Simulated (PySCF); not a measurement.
Ga(Cl)(Br)(OH) (BrClGaHO), SMILES [OH][Ga]([Cl])[Br]. Geometry: PBE-D3(BJ)/def2-SVP. The structure was generated by enumeration; whether it is a known compound was not checked. One conformer was computed; it need not be the lowest.

Calculation: PBE-D3(BJ)/def2-SVP in PySCF.

Harmonic wavenumbers (cm⁻¹): 101, 141, 151, 296, 343, 422, 695, 837, 3714. Rotational constants (GHz): 3.784, 1.220, 0.9227; symmetry number 1.

Work out the zero-point energy and the ideal-gas rigid-rotor harmonic-oscillator thermochemistry at 298.15 K and 1 atm.

ZPE = ½ Σ hcν = ½ × 6699 cm⁻¹ = 40.07 kJ/mol. H − E(el) = 58.65 kJ/mol. Entropy in J/(mol K): translation 174.95, rotation 120.14, vibration 53.96, total 349.05. G − E(el) = -45.42 kJ/mol. Cp = 82.99 J/(mol K). Modes under 150 cm⁻¹ make the vibrational entropy uncertain.
